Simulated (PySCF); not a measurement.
PBE on Li⁻ (lithium, charge -1), [He] 2s2, closed-shell 1S. All numbers are calculated (PySCF 2.14, the non-relativistic Hamiltonian (point nucleus), in dyall-av2z).

```
cycle= 1 E= -7.48018096187373  delta_E= -0.00185  |g|= 0.0107  |ddm|= 0.194
cycle= 2 E= -7.47989565098804  delta_E= 0.000285  |g|= 0.0119  |ddm|= 0.262
cycle= 3 E= -7.48072550762338  delta_E= -0.00083  |g|= 0.00144  |ddm|= 0.153
cycle= 4 E= -7.48072890579517  delta_E= -3.4e-06  |g|= 0.000121  |ddm|= 0.00634
cycle= 5 E= -7.48072898101888  delta_E= -7.52e-08  |g|= 9.97e-06  |ddm|= 0.000944
cycle= 6 E= -7.48072898150679  delta_E= -4.88e-10  |g|= 1.23e-06  |ddm|= 9.86e-05
converged SCF energy = -7.48072898150679  <S^2> = -5.3290705e-15  2S+1 = 1
```

Highest occupied orbital energy: 0.880 eV; ⟨L²⟩ = 0.00; populations by l: s 4.00, p 0.00.

Q: Can this result be used?

A: With care. Self-consistency was reached. At PBE the highest occupied level has a positive energy, so only the finite basis holds that electron; in a semilocal or global hybrid functional this comes from self-interaction and does not mean that the real anion is unbound.
